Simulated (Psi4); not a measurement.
CH7FN2OSi (SMILES CO[Si](N)(N)F), singlet, at a GFN2-xTB geometry, atoms displaced at random by about 0.03 Å a coordinate; B3LYP/STO-3G, gradient run with Psi4 1.11.

Input for Psi4:
```
memory 2 GB

molecule {
0 1
  C     2.26055080    0.25724766    0.20504437
  O     1.14744582   -0.36878652    0.59529067
  Si   -0.32081842   -0.03227944    0.02107982
  N    -0.74936978    1.58831830    0.12112665
  N    -1.51430786   -1.11750226    0.74206778
  F    -0.50024358   -0.39157651   -1.56529207
  H     2.28144133    1.30244625    0.23786820
  H     2.56005712   -0.02728274   -0.91401698
  H     3.14124501   -0.13464674    0.81594692
  H    -1.66297520    1.97005945   -0.40742285
  H    -0.57349593    2.08411193    0.96923340
  H    -1.55259082   -2.06127813    0.44378474
  H    -1.52860657   -1.08589679    1.78032963
symmetry c1
no_reorient
no_com
}

set basis sto-3g

gradient('b3lyp')
print_variables()
```

It wrote (shortened):

```
gradient() will perform analytic gradient computation.

   => Loading Basis Set <=

    Name: STO-3G
    Role: ORBITAL
    Keyword: BASIS

         ---------------------------------------------------------
                                   SCF
               by Justin Turney, Rob Parrish, Andy Simmonett
                          and Daniel G. A. Smith
                              RKS Reference
         ---------------------------------------------------------

  ==> Geometry <==

    Molecular point group: c1
    Full point group: C1

    Geometry (in Angstrom), charge = 0, multiplicity = 1:

       Center              X                  Y                   Z               Mass
    ------------   -----------------  -----------------  -----------------  -----------------
         C            2.260550800000     0.257247660000     0.205044370000    12.000000000000
         O            1.147445820000    -0.368786520000     0.595290670000    15.994914619570
         SI          -0.320818420000    -0.032279440000     0.021079820000    27.976926534650
         N           -0.749369780000     1.588318300000     0.121126650000    14.003074004430
         N           -1.514307860000    -1.117502260000     0.742067780000    14.003074004430
         F           -0.500243580000    -0.391576510000    -1.565292070000    18.998403162730
         H            2.281441330000     1.302446250000     0.237868200000     1.007825032230
         H            2.560057120000    -0.027282740000    -0.914016980000     1.007825032230
         H            3.141245010000    -0.134646740000     0.815946920000     1.007825032230
         H           -1.662975200000     1.970059450000    -0.407422850000     1.007825032230
         H           -0.573495930000     2.084111930000     0.969233400000     1.007825032230
         H           -1.552590820000    -2.061278130000     0.443784740000     1.007825032230
         H           -1.528606570000    -1.085896790000     1.780329630000     1.007825032230

  Running in c1 symmetry.

  Rotational constants: A =      0.12273  B =      0.07418  C =      0.07123 [cm^-1]
  Rotational constants: A =   3679.36028  B =   2223.91991  C =   2135.52701 [MHz]
  Nuclear repulsion =  344.485821492978573

  Charge       = 0
  Multiplicity = 1
  Electrons    = 58
  Nalpha       = 29
  Nbeta        = 29

  ==> Algorithm <==

  SCF Algorithm Type is DF.
  DIIS enabled.
  MOM disabled.
  Fractional occupation disabled.
  Guess Type is SAD.
  Energy threshold   = 1.00e-08
  Density threshold  = 1.00e-08
  Integral threshold = 1.00e-12

  ==> Primary Basis <==

  Basis Set: STO-3G
    Blend: STO-3G
    Number of shells: 27
    Number of basis functions: 41
    Number of Cartesian functions: 41
    Spherical Harmonics?: true
    Max angular momentum: 1

  ==> DFT Potential <==

   => LibXC <=

    Version 7.1.2
    S. Lehtola, C. Steigemann, M. J. T. Oliveira, and M. A. L. Marques,  SoftwareX 7, 1–5 (2018) (10.1016/j.softx.2017.11.002)

   => Composite Functional: B3LYP <=

    B3LYP Hyb-GGA Exchange-Correlation Functional

    P. J. Stephens, F. J. Devlin, C. F. Chabalowski, and M. J. Frisch,  J. Phys. Chem. 98, 11623 (1994) (10.1021/j100096a001)

    Deriv               =              1
    GGA                 =           TRUE
    Meta                =          FALSE

    Exchange Hybrid     =           TRUE
    MP2 Hybrid          =          FALSE

   => Exchange Functionals <=

    0.0800   Slater exchange
    0.7200         Becke 88

   => Exact (HF) Exchange <=

    0.2000               HF

   => Correlation Functionals <=

    0.1900   Vosko, Wilk & Nusair (VWN5_RPA)
    0.8100   Lee, Yang & Parr

   => LibXC Density Thresholds  <==

    XC_HYB_GGA_XC_B3LYP:  1.00E-15

   => Molecular Quadrature <=

    Radial Scheme          =       TREUTLER
    Pruning Scheme         =           NONE
    Nuclear Scheme         =       TREUTLER

    Blocking Scheme        =         OCTREE
    BS radius alpha        =              1
[...]
  @DF-RKS Final Energy:  -608.60664506895091
    Total Energy =                       -608.6066450689509111
[...]
         H           -1.662975200000     1.970059450000    -0.407422850000     1.007825032230
         H           -0.573495930000     2.084111930000     0.969233400000     1.007825032230
         H           -1.552590820000    -2.061278130000     0.443784740000     1.007825032230
         H           -1.528606570000    -1.085896790000     1.780329630000     1.007825032230

  Nuclear repulsion =  344.485821492978573

  ==> Basis Set <==

  Basis Set: STO-3G
    Blend: STO-3G
    Number of shells: 27
    Number of basis functions: 41
    Number of Cartesian functions: 41
    Spherical Harmonics?: true
    Max angular momentum: 1

  ==> DFJKGrad: Density-Fitted SCF Gradients <==

    Gradient:                    1
    J tasked:                  Yes
    K tasked:                  Yes
    wK tasked:                  No
    Integrals threads:           1
    Schwarz Cutoff:          1E-12
    Fitting Condition:       1E-10

   => Auxiliary Basis Set <=

  Basis Set: (STO-3G AUX)
    Blend: DEF2-UNIVERSAL-JKFIT
    Number of shells: 205
    Number of basis functions: 637
    Number of Cartesian functions: 756
    Spherical Harmonics?: true
    Max angular momentum: 4

  ==> DFT Potential <==

   => LibXC <=

    Version 7.1.2
    S. Lehtola, C. Steigemann, M. J. T. Oliveira, and M. A. L. Marques,  SoftwareX 7, 1–5 (2018) (10.1016/j.softx.2017.11.002)

   => Composite Functional: B3LYP <=

    B3LYP Hyb-GGA Exchange-Correlation Functional

    P. J. Stephens, F. J. Devlin, C. F. Chabalowski, and M. J. Frisch,  J. Phys. Chem. 98, 11623 (1994) (10.1021/j100096a001)

    Deriv               =              1
    GGA                 =           TRUE
    Meta                =          FALSE

    Exchange Hybrid     =           TRUE
    MP2 Hybrid          =          FALSE

   => Exchange Functionals <=

    0.0800   Slater exchange
    0.7200         Becke 88

   => Exact (HF) Exchange <=

    0.2000               HF

   => Correlation Functionals <=

    0.1900   Vosko, Wilk & Nusair (VWN5_RPA)
    0.8100   Lee, Yang & Parr

   => LibXC Density Thresholds  <==

    XC_HYB_GGA_XC_B3LYP:  1.00E-15

   => Molecular Quadrature <=

    Radial Scheme          =       TREUTLER
    Pruning Scheme         =           NONE
    Nuclear Scheme         =       TREUTLER

    Blocking Scheme        =         OCTREE
    BS radius alpha        =              1
    Pruning alpha          =              1
    Radial Points          =             75
    Spherical Points       =            302
    Total Points           =         276079
    Total Blocks           =           2088
    Max Points             =            256
    Max Functions          =             38
    Weights Tolerance      =       1.00E-15

  -Total Gradient:
     Atom            X                  Y                   Z
    ------   -----------------  -----------------  -----------------
       1       -0.108721717902     0.045456256134     0.068542832737
       2        0.044833328004     0.048142274880    -0.053073528447
       3        0.067144773346     0.034937859761     0.042035093003
       4        0.051991517171    -0.027714431582     0.052769185586
       5       -0.014512021393    -0.068109416819    -0.020293628936
       6       -0.008787290216     0.001146087985    -0.000046415981
       7        0.001744123569    -0.062707067294    -0.005882083113
       8        0.007972776188    -0.013387310479    -0.036287343960
       9        0.012559796236    -0.010987582371     0.007301046757
      10       -0.054645580091     0.023892053869    -0.035012835377
      11       -0.001232255767    -0.028057413215    -0.032945323455
      12       -0.001743471906     0.051570441946     0.015638285241
      13        0.003488120075     0.005857936911    -0.002614932103

  Variable Map:
  ----------------------------------------------------------------------------
[...]
  Array Variable Map:
  ----------------------------------------------------------------------------
[...]
[...]
```
